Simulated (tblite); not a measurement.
Species: C5H9F2 (doublet state).
Z-matrix (Å and degrees, GFN2-xTB geometry), rows numbered from 1:
```
F 
C   1  1.3483
C   2  1.4708  1  117.35
C   3  1.5487  2  112.62  1   -79.53
C   4  1.5242  3  111.15  2   179.41
C   5  1.5226  4  111.09  3  -179.66
F   6  1.3740  5  110.15  4   179.72
H   2  1.0759  1  112.72  3  -156.35
H   3  1.0924  2  109.15  1    40.67
H   3  1.0912  2  108.91  1   159.57
H   4  1.0918  3  109.12  2   -59.29
H   4  1.0915  3  108.78  2    58.40
H   5  1.0918  4  110.06  3   -59.23
H   5  1.0920  4  110.12  3    59.63
H   6  1.0950  5  111.59  4    61.43
H   6  1.0952  5  111.70  4   -61.88
```

Computed with GFN2-xTB (tblite): harmonic, unscaled wavenumbers at the GFN2-xTB geometry, gas phase. The method is semi-empirical: single wavenumbers can be off by several per cent or more. One conformer, not necessarily the lowest. Open shells enter through the occupations alone, without spin polarisation, and single modes of such species can be off by tens of per cent.

Harmonic wavenumbers (cm⁻¹): 49.7, 57.1, 100.4, 122.0, 140.4, 251.7, 345.3, 402.5, 459.0, 521.1, 774.9, 812.8, 908.1, 985.4, 1004.9, 1044.3, 1072.3, 1088.7, 1128.7, 1160.6, 1166.6, 1227.0, 1234.8, 1261.0, 1265.9, 1283.0, 1313.6, 1330.3, 1356.0, 1449.9, 1455.0, 1486.4, 1489.2, 2939.6, 2948.5, 2972.2, 2977.7, 2984.2, 2988.7, 2994.2, 2999.8, 3111.2.

A = 10212, B = 767.1, C = 747.7 MHz; mass 107.067 u (most abundant isotopes); point group C1, symmetry number 1; spin multiplicity 2.

Task: Zero-point energy?

Result: Half the sum of the wavenumbers: 28332 cm⁻¹ = 338.93 kJ/mol.

Task: What is S at 350 K and 1 bar for an ideal gas of classical rigid rotors and harmonic oscillators?

Result: Translation 170.47, rotation 120.81, vibration 122.73, spin (R ln 2) 5.76: S = 419.8 J/(mol K).

Task: And Cp and H(350 K) − H(0)?

Result: Cp = 146.25 J/(mol K), of which vibrations give 113.00 (their classical limit is 42 R = 349.2); H(350 K) − H(0) = 32.59 kJ/mol without the zero-point energy, 20.95 from vibrations.

Task: How do the functions run with temperature in this model?

Result: 
```
T (K)  S (J/(mol K))  Cp (J/(mol K))  H − H(0) (kJ/mol)  G − H(0) (kJ/mol)  ln q(vib)
  100          292.9            74.7               5.50             -23.79       1.89
  200          352.6           100.1              14.26             -56.26       4.34
  300          398.5           129.7              25.70             -93.87       6.52
  500          480.0           192.7              58.12            -181.87      10.59
  800          585.8           256.9             126.42            -342.23      16.42
 1000          646.3           284.8             180.74            -465.56      20.07
```

q(vib) and H(0) count from the zero-point level.

Task: Which modes carry the vibrational entropy at 350 K?

Result: 49.7 cm⁻¹: 21.53; 57.1 cm⁻¹: 20.38; 100.4 cm⁻¹: 15.73; 122.0 cm⁻¹: 14.14; 140.4 cm⁻¹: 13.00; 251.7 cm⁻¹: 8.39 J/(mol K); the other 36 give 29.55 together.

Hindered rotation and anharmonicity are outside this model. Other conformers, if any are populated, would add a mixing term that is left out. The structure is chiral; the term R ln 2 for an equal mix with its mirror image is left out.
